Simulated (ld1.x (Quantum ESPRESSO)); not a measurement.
**Scattering properties, ultrasoft potential for lead**

```
Element                 : lead (Pb)
Generator               : ld1.x (Quantum ESPRESSO) 7.5
Type                    : ultrasoft
Functional              : PBE
Relativity              : scalar-relativistic
Frozen core             : [Xe] 4f14 5d10
Valence charge          : 4
Reference configuration : 6s2 6p1 (charge +1)
Partial waves           : 6s (bound): rcut 1.95, rcutus 2.64 bohr; 6s channel at -0.75 Ry: rcut 1.95, rcutus 2.64 bohr; 6p (bound): rcut 1.80, rcutus 2.10 bohr; 6p channel at -0.35 Ry: rcut 1.80, rcutus 2.10 bohr
Local potential         : all-electron potential smoothed inside 1.95 bohr (lloc = -1)
Core correction         : Bessel-smoothed model core, default radius (core density twice the valence density)
Augmentation charge     : PSQ, inside the norm-conserving radii
```

The phase is arctan(r·u′/u) with u = r·R(r), unwrapped; energies in Ry, scanned from -3 to 5 Ry. A pole is an energy at which the radial function vanishes at the test radius. The pseudo phase is shifted by a multiple of π to meet the all-electron one at the reference energy, and phase errors are pseudo minus all-electron; the curves can meet again beyond the range given. Levels narrower than the energy grid can be missing from the lists of poles. Where the grid stepped over a known ghost or core level, its pole and its step of π were put in at the level’s energy.

Task: For each channel, where are the poles, and over which energies does the pseudopotential scatter like the atom?

Result:

```json
{"channel": "s", "radius (bohr)": "2.86", "reference energy (Ry)": "-1.41", "poles, all-electron": "-0.60", "poles, pseudo": "-0.60", "unbroken range about the reference energy with phases within 0.05 rad": "below 2.1", "phase error 1 Ry above the reference energy (rad)": "+0.000"}
{"channel": "p", "radius (bohr)": "2.86", "reference energy (Ry)": "-0.72", "poles, all-electron": "0.89", "poles, pseudo": "-1.84, 0.89", "unbroken range about the reference energy with phases within 0.05 rad": "-1.8 to 3.5", "phase error 1 Ry above the reference energy (rad)": "+0.000"}
```

Note: ghost states, extra bound levels that the all-electron valence spectrum of the same l lacks: p at -25.0 eV, d at -9.8 eV. A true bound ghost makes a file unfit for plane-wave use.

Phases in the p channel:

| E (Ry) | all-electron | pseudo |
| --- | --- | --- |
| -3.00 | 1.307 | 4.448 |
| -2.76 | 1.287 | 4.428 |
| -2.52 | 1.262 | 4.402 |
| -2.28 | 1.230 | 4.369 |
| -2.04 | 1.186 | 4.348 |
| -1.80 | 1.124 | 1.125 |
| -1.56 | 1.027 | 1.028 |
| -1.32 | 0.861 | 0.861 |
| -1.08 | 0.534 | 0.534 |
| -0.84 | -0.094 | -0.094 |
| -0.60 | -0.758 | -0.758 |
| -0.36 | -1.119 | -1.119 |
| -0.12 | -1.301 | -1.301 |
| 0.12 | -1.407 | -1.407 |
| 0.36 | -1.476 | -1.476 |
| 0.60 | -1.525 | -1.525 |
| 0.84 | -1.564 | -1.564 |
| 1.08 | -1.597 | -1.596 |
| 1.32 | -1.625 | -1.625 |
| 1.56 | -1.652 | -1.651 |
| 1.80 | -1.679 | -1.677 |
| 2.04 | -1.706 | -1.703 |
| 2.28 | -1.736 | -1.732 |
| 2.52 | -1.770 | -1.764 |
| 2.76 | -1.811 | -1.802 |
| 3.00 | -1.864 | -1.849 |
| 3.24 | -1.937 | -1.913 |
| 3.48 | -2.046 | -2.003 |
| 3.72 | -2.229 | -2.144 |
| 3.96 | -2.565 | -2.386 |
| 4.20 | -3.143 | -2.820 |
| 4.44 | -3.735 | -3.420 |
| 4.68 | -4.085 | -3.889 |
| 4.92 | -4.274 | -4.153 |
